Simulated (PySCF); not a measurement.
O₃Sn, SMILES [O]=[Sn]1[O][O]1. Atoms are numbered in the order given.

```xyz
4

Sn     0.0000     0.0000     0.1937
O      0.0000     0.0000     2.0355
O      0.0000     0.8082    -1.6229
O      0.0000    -0.8082    -1.6229
```
Charge 0, spin multiplicity 1.

The structure is a stationary point at B3LYP-D3(BJ)/def2-SVP. The def2 effective core potentials stand for the cores of Sn; spin–orbit coupling is left out.

Calculation: PBE/def2-TZVPD (PySCF).

Symmetry labels are those of the subgroup C2v that the program uses (full group C2v).

Computed valence orbital energies around the gap with their symmetry:
```csv
orbital,symmetry,energy (eV)
HOMO−7,A1,-12.75
HOMO−6,A1,-10.92
HOMO−5,A1,-9.87
HOMO−4,B1,-9.61
HOMO−3,B2,-8.35
HOMO−2,B1,-7.83
HOMO−1,B2,-7.19
HOMO,A2,-6.41
LUMO,A1,-4.89
LUMO+1,B2,-3.59
LUMO+2,B1,-3.24
LUMO+3,B2,-1.99
```
